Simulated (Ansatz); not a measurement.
`C=C([SiH3])CF` + H₂O → `C=C(O)[SiH3]` + fluoromethane  (formal hydrolysis of a C–C bond)

Isolated molecules relaxed with PBE0-D4/def2-TZVP in Ansatz; ΔE leaves out vibrations. CCSD(T)/CBS is the MP2 limit (def2-TZVPP, def2-QZVPP) plus CCSD(T) − MP2 in def2-TZVPP, frozen cores. This one scheme is used for every species. DFT in def2-TZVPP. B3LYP here is the variant with VWN-RPA as its local correlation; programs differ in this. One conformer a species, not always the lowest.

```tsv
level	ΔE (kJ/mol)	difference from CCSD(T)/CBS
r2SCAN-D4	40.2	-12.5
ωB97M-V	45.0	-7.7
B2PLYP	41.6	-11.1
PBE	34.5	-18.2
r2SCAN	39.2	-13.5
B3LYP	34.3	-18.4
HF/def2-TZVPP	40.2	-12.5
MP2/def2-TZVPP	54.7	2.0
SCS-MP2/def2-TZVPP	49.5	-3.2
CCSD/def2-TZVPP	49.9	-2.8
HF/def2-QZVPP	39.9	-12.8
MP2/def2-QZVPP	56.2	3.5
SCS-MP2/def2-QZVPP	51.1	-1.6
HF/CBS(def2)	39.9	-12.8
MP2/CBS(def2)	57.5	4.8
CCSD/CBS(def2)	52.8	0.1
CCSD(T)/CBS	52.7	0
```

Largest T1 diagnostic among the species: 0.013.

The D4 term adds +5.4 kJ/mol with B3LYP and +3.1 kJ/mol with PBE0; it sums over pairs of atoms, weighted by their polarisabilities, and B3LYP, whose exchange is more repulsive, gets the larger term. In def2-TZVPP, CCSD(T) changes the Hartree–Fock value by +9.6 kJ/mol (the triples alone add −0.1 kJ/mol) and MP2 by +14.5 kJ/mol. From PBE to PBE0 (25 % exact exchange), in def2-TZVPP and without D4, ΔE moves by +6.0 kJ/mol.
